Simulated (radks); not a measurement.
Numerical settings for neutral indium, [Kr] 4d10 5s2 5p1. Calculated with a radial shooting solver on a logarithmic mesh with Libxc functionals: Dirac Kohn-Sham, LDA (Slater exchange, Perdew-Wang correlation), spin-unpolarised, spherical densities, point nucleus; open shells fill j = l - 1/2 first. The defaults (mesh step 0.008 in ln r, mesh end at 40 bohr or more with all orbitals vanishing there, Anderson mixing 0.5 over 9 steps, residual threshold near 1e-9 with the energy settled to 1e-9 hartree or 1e-11 of itself, here a cap of 80 iterations) give E = -5878.0305 hartree and 5p1/2 at -2.829 eV in 14 iterations. Times are rough (one thread of a shared host). Changes against that run (0 stands for a change within the tolerance of the run):

setting	iterations	converged	E (mhartree)	e(5p1/2) (meV)	CPU (s)
mesh step in ln r 0.005	14	yes	0	0	0.2
mesh step in ln r 0.08	4	no	diverged	-	0.02
mesh step in ln r 0.012	14	yes	0	0	0.09
mesh end (bohr) 12	14	yes	+0.15	+17.8	0.12
mesh end (bohr) 20	14	yes	0	+0.0254	0.12
residual threshold 0.001	10	yes	0	+0.52	0.11
residual threshold 1e-05	12	yes	0	+0.00366	0.12
mixing 1	12	yes	0	0	0.12
linear mixing, mixing 1	80	no	+1.66e+05	+2.84e+03	2.4
linear mixing, mixing 0.5	30	yes	0	0	0.21
mixing history 3	18	yes	0	0	0.14
iteration cap 8	8	no	0	-1.76	0.08

No run marked as converged misses the energy by more than 1 mhartree. A mesh that ends early acts as a hard wall.
